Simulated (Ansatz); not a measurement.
Reaction (ligand exchange at the Si–F bond): `F[SiH](F)Cl` + `[SH][GeH3]` → `F[SiH](Cl)[S][GeH3]` + H–F

Gas-phase electronic energies from Ansatz, PBE0-D4/def2-TZVP geometries. CCSD(T)/CBS adds triple-zeta CCSD(T) − MP2 to the extrapolated MP2 energy (def2 sets, frozen cores). This one scheme is used for every species. DFT in def2-TZVPP. For Ge outer-core shells are correlated without core-valence functions, which leaves a few kJ/mol of doubt a bond. Scalar relativity is left out up to krypton. One conformer a species, not always the lowest.

Question: Is it downhill or uphill in electronic energy at CCSD(T)/CBS, and by how much? (Estimate.)

Answer: Computed: Uphill: ΔE = +76.3 kJ/mol.

Question: What do these levels give: revPBE-D4, B97M-V, BHLYP-D4, PBE, r2SCAN, r2SCAN0, LC-ωPBE, CCSD(T)/def2-SVP, HF/def2-TZVPP, SCS-MP2/def2-TZVPP, HF/def2-QZVPP, HF/CBS(def2)? (An estimate is asked.)

Answer: The calculation gave: revPBE-D4 62.4, B97M-V 87.5, BHLYP-D4 85.6, PBE 76.9, r2SCAN 84.6, r2SCAN0 84.0, LC-ωPBE 83.8, CCSD(T)/def2-SVP 83.6, HF/def2-TZVPP 112.7, SCS-MP2/def2-TZVPP 84.8, HF/def2-QZVPP 115.3, HF/CBS(def2) 115.7 kJ/mol.

Largest T1 diagnostic among the species: 0.011.

At CCSD(T), def2-SVP lies +7.4 kJ/mol from the extrapolated value and def2-TZVPP +6.3 kJ/mol. The D4 term adds −16.3 kJ/mol with B3LYP and −9.0 kJ/mol with PBE0; it sums over pairs of atoms, weighted by their polarisabilities, and B3LYP, whose exchange is more repulsive, gets the larger term. In def2-TZVPP, CCSD(T) changes the Hartree–Fock value by −30.1 kJ/mol (the triples alone add −5.7 kJ/mol) and MP2 by −37.9 kJ/mol.

B3LYP here is the variant with VWN-RPA as its local correlation; programs differ in this.
